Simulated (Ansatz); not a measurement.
Molecule: phenylsilane, C$_{6}$H$_{8}$Si (charge 0, singlet). 
Geometry from a B3LYP-D3(BJ)/def2-TZVP (Ansatz, an electronic-structure program) optimisation:
SMILES: [SiH3]c1ccccc1
```xyz
15

Si     2.3182    -0.2437    -0.1520
C      0.4606    -0.0525    -0.0462
C     -0.3564    -1.1369     0.2923
C     -1.7338    -0.9901     0.4007
C     -2.3209     0.2483     0.1694
C     -1.5265     1.3368    -0.1716
C     -0.1496     1.1851    -0.2788
H      2.8656     0.7075    -1.1482
H      2.6582    -1.6314    -0.5465
H      2.9632     0.0358     1.1549
H      0.0853    -2.1107     0.4694
H     -2.3490    -1.8417     0.6621
H     -3.3942     0.3640     0.2508
H     -1.9798     2.3022    -0.3572
H      0.4551     2.0421    -0.5521
```
Charge 0, spin multiplicity 1.

Basis-set convergence of Hartree-Fock and CCSD(T) correlation energies (hartree) with Ansatz. Valence correlation only, unless marked. No spin-orbit coupling. No relativistic terms.

The Hartree-Fock reference is unstable (checked in the largest basis), which strains HF and MP2. 

| basis | functions | E(HF) | E(corr, CCSD(T)) |
|---|---|---|---|
| cc-pV(D+d)Z | 147 | -520.82101 | -0.98145 |
| cc-pV(T+d)Z | 331 | -520.89021 | -1.17329 |
| cc-pV(Q+d)Z | 634 | -520.90799 | -1.23285 |

Extrapolating the two largest sets (X = 3 and 4) as X^-3: E(corr) = (64·(-1.23285) - 27·(-1.17329))/37 = -1.2763 Eh, an estimate of the basis-set limit. The largest set recovers 96.6 % of it, the smallest 76.9 %.
